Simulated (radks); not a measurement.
Results of a calculation; reference values are marked as such.
Se+, configuration [Ar] 3d9 4s1.5 4p4.5 (fractional occupations, a model configuration). Code: a radial shooting solver on a logarithmic mesh with Libxc functionals. Model: Dirac Kohn-Sham, BLYP, spin-unpolarised, spherical densities, point nucleus; open shells fill j = l - 1/2 first.

Normalised radial functions P(r) = r R(r) (large component), r in bohr:

r,3p3/2,3d5/2
0.00192,0.0017,0.0000
0.002887,0.0037,0.0000
0.004307,0.0080,0.0000
0.006425,0.0171,0.0002
0.009585,0.0358,0.0005
0.0143,0.0731,0.0016
0.02133,0.1434,0.0048
0.03182,0.2652,0.0142
0.04786,0.4527,0.0407
0.0714,0.6631,0.1062
0.1065,0.7645,0.2508
0.1589,0.5195,0.5164
0.237,-0.2086,0.8871
0.3536,-1.0896,1.2096
0.5276,-1.4106,1.2412
0.7933,-0.9461,0.9042
1.184,-0.3350,0.4456
1.766,-0.0536,0.1324
2.634,-0.0029,0.0194
3.929,0.0000,0.0010
5.862,0.0000,0.0000

3p3/2: eigenvalue -174.25 eV, 1 radial node at r = 0.216 bohr, <r> = 0.586 bohr, 90 % of the charge inside 0.894 bohr. 3d5/2: eigenvalue -75.779 eV, 0 radial nodes, <r> = 0.610 bohr, 90 % of the charge inside 1.00 bohr.
